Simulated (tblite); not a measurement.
C6H12OSi2.
Cartesian coordinates in Å at the GFN2-xTB level; atoms count from 1:
```
atom  x, y, z in Å
C1     3.978    1.404   -0.305
C2     3.388    0.402   -0.613
Si3    2.480   -1.144   -1.085
O4     1.400   -1.511    0.069
Si5    0.149   -1.224    1.062
C6    -1.313   -0.564    0.052
C7    -2.496    0.037    0.839
C8    -2.380    1.332    0.023
C9    -1.112    0.795   -0.656
H10    4.497    2.279   -0.035
H11    3.386   -2.291   -1.104
H12    1.759   -0.900   -2.336
H13    0.593   -0.230    2.041
H14   -0.139   -2.528    1.658
H15   -1.662   -1.321   -0.654
H16   -3.441   -0.493    0.734
H17   -2.293    0.171    1.900
H18   -3.209    1.487   -0.666
H19   -2.242    2.238    0.610
H20   -0.203    1.316   -0.360
H21   -1.149    0.761   -1.744
```

All values are computed: GFN2-xTB (tblite) harmonic vibrations without scaling, gas phase. The method is semi-empirical: single wavenumbers can be off by several per cent or more. Modes of hydrogen on silicon can be 10 to 20 % off. One conformer, not necessarily the lowest. The optimisation stopped once no atom felt more than 0.01 eV/Å.

Lowest wavenumbers of the output (negative numbers stand for imaginary wavenumbers):
```
mode    cm-1
  1     -24.2
  2      -8.1
  3      25.1
  4      41.9
  5      59.7
  6     139.4
  7     152.0
  8     207.7
  9     267.1
 10     270.5
```

Is this structure a minimum?

Not by this Hessian. 1 mode is imaginary beyond 20i (24i cm⁻¹), and 1 more slightly so (8.1i). The curvature is small, so loose convergence or finite differences may be the whole cause.

Which atoms move in the imaginary modes?

24i: C8 (four-membered-ring carbon) 29 %, H19 (methylene hydrogen) 15 %, H18 (methylene hydrogen) 13 %; 8i: C1 (terminal alkyne carbon) 35 %, C2 (alkyne carbon) 11 %. These are shares of the mass-weighted motion.

What is the remedy?

Step along such a mode in both directions, optimise again with tighter thresholds and repeat the frequencies. The zero-point energy of this point (97.7 kcal/mol) counts the 55 real modes alone, and thermal corrections from it aren't those of a minimum.
